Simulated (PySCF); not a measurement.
PySCF 2.14 output of an unrestricted wB97M-V calculation on a single atom or ion in aug-cc-pVQZ (6s5p4d3f2g, 80 functions), with the non-relativistic Hamiltonian (point nucleus):

```
SCF conv_tol = 1e-09
number electrons alpha = 3  beta = 2
    N. Mardirossian and M. Head-Gordon.,  J. Chem. Phys. 144, 214110 (2016)
cycle= 1 E= -36.9073325586067  delta_E= -0.00174  |g|= 0.00416  |ddm|= 0.387
cycle= 2 E= -36.9073430834026  delta_E= -1.05e-05  |g|= 0.000664  |ddm|= 0.0246
cycle= 3 E= -36.9073436248555  delta_E= -5.41e-07  |g|= 0.000117  |ddm|= 0.0065
cycle= 4 E= -36.9073436413167  delta_E= -1.65e-08  |g|= 7.63e-06  |ddm|= 0.00116
cycle= 5 E= -36.9073436413518  delta_E= -3.51e-11  |g|= 5.27e-07  |ddm|= 4.05e-05
converged SCF energy = -36.9073436413518  <S^2> = 0.75000143  2S+1 = 2.0000014
```

The run itself started from symmetry-adapted Hartree-Fock orbitals and held the occupation by maximum overlap, on a logarithmic radial grid, so the iterations belong to that start.

Problem. Which element, charge and spin multiplicity is this?

Solution. C⁺ (carbon, charge +1), multiplicity 2; the state was [He] 2s2 3s1, 2S determinant (an excited configuration).

The outer electron is Rydberg-like, and this basis confines it to a smaller radius and binds it less than a complete one would.
